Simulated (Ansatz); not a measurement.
An input meant for [YbCl6]3- (YbCl₆³⁻) (charge -3, doublet).

```yaml
crystal:
  periodic: [false, false, false]
  atoms:
    - {symbol: Yb, position_ang: [0.000002, 0.000121, -0.000115]}
    - {symbol: Cl, position_ang: [-0.048218, 0.024517, 2.707086]}
    - {symbol: Cl, position_ang: [0.047176, -0.023777, -2.707319]}
    - {symbol: Cl, position_ang: [2.707464, 0.036529, -0.006817]}
    - {symbol: Cl, position_ang: [-2.707321, -0.037310, 0.006902]}
    - {symbol: Cl, position_ang: [0.017799, 2.707530, 0.030446]}
    - {symbol: Cl, position_ang: [-0.016901, -2.707600, -0.030173]}
basis:
  gaussian: {orbitals: ANO-RCC-VTZP}
total_charge: -3
magnetization: {spin_polarized: true, initial_magnetization: 1}
hamiltonian: {xc: {name: PBE1PBE}, dispersion: d3bj}
scf: {lower_state_search: full}
output: {forces: true}
```

```sh
$ ansatz run in.yaml --threads 4 --pin off --events-out ev --progress --plain --max-ram 6963MiB
```

Shortened log:

```
Error: YAML parse error: error: line 15 column 19: hamiltonian.xc: no functional is named "PBE1PBE"; the names, which are not case-sensitive, are SVWN5, SPW92, PBE, PBE0, PBEsol, revPBE, revPBE0, RPBE, rPW86-PBE, HSE06, wPBEh, LC-wPBE, HISS, HF, BLYP, B3LYP, B3LYP5, BHLYP, CAM-B3LYP, r2SCAN, r2SCANh, r2SCAN0, r2SCAN50, m-r2SCAN, B97, wB97, wB97X, wB97X-V, B97M-V, wB97M-V, B2PLYP, B2GP-PLYP, PBE0-DH, PBE-QIDH
13 | total_charge: -3
14 | magnetization: {spin_polarized: true, initial_magnetization: 1}
15 | hamiltonian: {xc: {name: PBE1PBE}, dispersion: d3bj}
16 | scf: {lower_state_search: full}
17 | output: {forces: true}
```

Task: Something in this input is off. What?

Result: The method's name isn't one that the program takes here. The input was rejected before any iteration.
